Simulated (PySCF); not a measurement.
CH$_{2}$O, charge +1, doublet, at a GFN2-xTB geometry (a state made from the parent by changing its charge; the spin is typed, not shown lowest). Base run: PBE0/3-21G in PySCF.

Geometry (Å):
```xyz
4

C     -0.4796     0.0934     0.0045
O      0.6488    -0.1263    -0.0061
H     -1.3297    -0.6628    -0.0294
H     -0.9832     1.1130     0.0513
```
Charge +1, spin multiplicity 2.
Orbitals are unrestricted.
All else is at PySCF's defaults.

Each row names what was changed in the base input (with any setting that the change needs).

```json
[
 {"change": "base", "E (Eh)": "-113.33080", "HOMO (eV)": "-18.79", "<S^2>": "0.760", "core-seconds (rough)": "2"},
 {"change": "functional = hf", "E (Eh)": "-112.86205", "HOMO (eV)": "-23.19", "<S^2>": "0.801", "core-seconds (rough)": "0.3"},
 {"change": "functional = pw91,pw91", "E (Eh)": "-113.42207", "HOMO (eV)": "-17.01", "<S^2>": "0.755", "core-seconds (rough)": "2"},
 {"change": "functional = tpss", "E (Eh)": "-113.48130", "HOMO (eV)": "-17.27", "<S^2>": "0.757", "core-seconds (rough)": "5"},
 {"change": "functional = pbe0; dispersion = d3bj", "E (Eh)": "-113.33167", "HOMO (eV)": "-18.79", "<S^2>": "0.760", "core-seconds (rough)": "2"},
 {"change": "functional = wb97x_v", "E (Eh)": "-113.41547", "HOMO (eV)": "-21.15", "<S^2>": "0.759", "core-seconds (rough)": "30"},
 {"change": "functional = wb97x", "E (Eh)": "-113.42622", "HOMO (eV)": "-21.16", "<S^2>": "0.759", "core-seconds (rough)": "2"},
 {"change": "functional = b97m_v", "E (Eh)": "-113.43580", "HOMO (eV)": "-17.45", "<S^2>": "0.757", "core-seconds (rough)": "30"},
 {"change": "functional = lda,vwn", "E (Eh)": "-112.55794", "HOMO (eV)": "-16.79", "<S^2>": "0.753", "core-seconds (rough)": "0.9"},
 {"change": "functional = mn15", "E (Eh)": "-113.19627", "HOMO (eV)": "-19.16", "<S^2>": "0.758", "core-seconds (rough)": "3"},
 {"change": "functional = r2scan", "E (Eh)": "-113.39812", "HOMO (eV)": "-17.54", "<S^2>": "0.761", "core-seconds (rough)": "4"},
 {"change": "functional = b3lyp5", "E (Eh)": "-113.40695", "HOMO (eV)": "-18.36", "<S^2>": "0.759", "core-seconds (rough)": "2"},
 {"change": "functional = m062x", "E (Eh)": "-113.39651", "HOMO (eV)": "-20.21", "<S^2>": "0.760", "core-seconds (rough)": "3"}
]
```

Total energies compare only within one method and basis.

Open shells are given as the SCF converged; they aren't shown to be the lowest states, and a large step between rows can be another state.
